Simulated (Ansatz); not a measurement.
```yaml
crystal:
  periodic: [false, false, false]
  atoms:
    - {symbol: C, position_ang: [1.037960, 0.970433, 0.676559]}
    - {symbol: O, position_ang: [0.349242, 0.013928, 0.421242]}
    - {symbol: Ga, position_ang: [-0.811179, -0.497502, -0.826146]}
    - {symbol: S, position_ang: [-1.723514, -2.605221, -0.717033]}
    - {symbol: Br, position_ang: [-1.700806, 1.252894, -2.042209]}
    - {symbol: H, position_ang: [0.877307, 1.332895, 1.909774]}
    - {symbol: H, position_ang: [2.076505, 0.482089, 0.248138]}
    - {symbol: H, position_ang: [0.292587, 1.763133, -0.186510]}
    - {symbol: H, position_ang: [-0.820598, -2.850589, 0.262454]}
basis:
  gaussian: {orbitals: x2c-TZVPPall}
hamiltonian: {xc: {name: B3LYP5}}
relax: {f_tol: 0.001, max_steps: 2}
output: {forces: true}
```

```sh
$ ansatz run in.yaml --threads 2 --pin off --events-out ev --progress --plain --max-ram 32768MiB --backend cuda --devices 0, --max-vram 18GiB
```

Question: How does Ansatz answer? (An estimate is asked.)

Answer: The calculation gave: The run did not converge.
```
Functional definition: B3LYP5
1685 factors; their error is unknown
mean field evaluation 1: about -137815.0361 eV, gradient 7.4e1 eV
mean field evaluation 2: about -137711.4891 eV, gradient 2.1e2 eV
mean field evaluation 4: about -137823.8906 eV, gradient 2.2e1 eV
mean field evaluation 8: about -137824.7679 eV, gradient 1.9e-1 eV
mean field evaluation 16: about -137825.1344 eV, gradient 1.3e-2 eV
mean field -137825.13440842 eV, -5064.9802682778 hartree, gradient 2.4e-5 eV, S^2 0.000000; 0 other end points of the search recorded, 0 dependent functions left out
reference -137825.13469225 eV, -5064.9802787084 hartree; 50, 50 occupied and 206, 206 virtual orbitals, 1685 factors
relax step   1: F+E_penalty+E_count = -137825.13440842 eV  Δ(F+E_penalty+E_count) = +0.000e0 eV  max|allowed force component| = 1.143e1 eV/Å  Δτ_max = 0.0000 Å  (34 SCF iters, accepted)
1685 factors; their error is unknown
mean field -137827.87901679 eV, -5065.0811307754 hartree, gradient 2.4e-5 eV, S^2 0.000000; 0 other end points of the search recorded, 0 dependent functions left out
reference -137827.87930439 eV, -5065.0811413443 hartree; 50, 50 occupied and 206, 206 virtual orbitals, 1685 factors
relax step   2: F+E_penalty+E_count = -137827.87901679 eV  Δ(F+E_penalty+E_count) = -2.745e0 eV  max|allowed force component| = 4.410e0 eV/Å  Δτ_max = 0.1947 Å  (39 SCF iters, accepted)
Error: geometry relaxation did not converge after 2 steps: max|allowed force component| = 4.41e0 eV/Å (threshold 1.0e-3). Raise `relax.max_steps` over both its present limit and 2, loosen `relax.f_tol`, or start from a geometry closer to equilibrium. Where this run's directory can be resumed (`checkpoint.write`), a resume goes on for up to `relax.max_steps` more
```

B3LYP here is the variant with VWN-RPA as its local correlation; programs differ in this.
